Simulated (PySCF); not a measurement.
Structure from 2D NMR

Compound of formula C₅H₁₁NSi. Correlations simulated from computed shifts and the bond graph:

HSQC (one-bond C–H):
```
   δH     δC
 6.52  142.7
 6.40  142.7
 6.01  141.1
 0.61    4.4
 0.58    1.2
 0.45    4.4
 0.08    1.2
-0.34   -1.6
```

COSY cross peaks (H two or three bonds apart, from the bond graph; peaks can be absent where the dihedral angle is near 90°):
```
  δH     δH
6.52   6.40
6.52   6.01
6.40   6.01
6.01   5.36
5.36  -0.34
0.61   0.58
0.61   0.45
0.61   0.08
0.61  -0.34
0.58   0.45
0.58   0.08
0.58  -0.34
0.45   0.08
0.45  -0.34
0.08  -0.34
```

HMBC (two and three bonds, from the bond graph):
```
   δH                            δC
 6.52                         141.1
 6.40                         141.1
 6.01                   142.7, -1.6
 5.36  142.7, 141.1, 4.4, 1.2, -1.6
 0.61                     1.2, -1.6
 0.58                     4.4, -1.6
 0.45                     1.2, -1.6
 0.08                     4.4, -1.6
-0.34               141.1, 4.4, 1.2
```

PySCF 2.14 calculation with NMR shieldings at PBE0/pcSseg-1/GIAO and geometry from GFN2-xTB; fast rotation and ring inversion assumed for equivalent nuclei, no relativistic terms, single conformer, no solvent model.

Chemical shifts δ = σref − σ; TMS for ¹H, ¹³C, all at this level.

Exchangeable hydrogens are left out of these lists.

Question: Assemble the structure.

Answer: `InChI=1S/C5H11NSi/c1-2-7(6)5-3-4-5/h2,5,7H,1,3-4,6H2/t7-/m1/s1`.

Atoms are numbered as in `[CH2:1]=[CH:2][Si@@H:3]([NH2:4])[CH:5]1[CH2:6][CH2:7]1`. Hydrogens are named by the atom that carries them. Ha(C1) is cis to Si3; Ha(C6), Ha(C7) are cis to Si3 on the ring; Hb(C1) is trans to Si3; Hb(C6), Hb(C7) are trans to Si3 on the ring.

δC 142.7 is C1, a terminal =CH2 carbon (δH 6.40, 6.52). δC 141.1 is C2, an alkene CH (δH 6.01). δC 4.4 is C7, a three-membered-ring carbon (δH 0.45, 0.61). δC 1.2 is C6, a three-membered-ring carbon (δH 0.08, 0.58). δC -1.6 is C5, a three-membered-ring carbon (δH -0.34). COSY links 6.52–6.40, 6.52–6.01, 6.40–6.01, 6.01–5.36, 5.36–-0.34, 0.61–0.58.

The data come from this structure; uniqueness wasn't tested.

OH/NH shifts are gas-phase values; hydrogen bonding in solution moves them, usually downfield. Shifts are as computed. Against solution values, carbons near 30 ppm lie about +3 ppm off and those near 130 ppm about +5 ppm. Of 1211 compounds with measured shifts, 218 miss one by over three times the rms of a fit or turn the order of signals round; such compounds aren't used in these exercises.
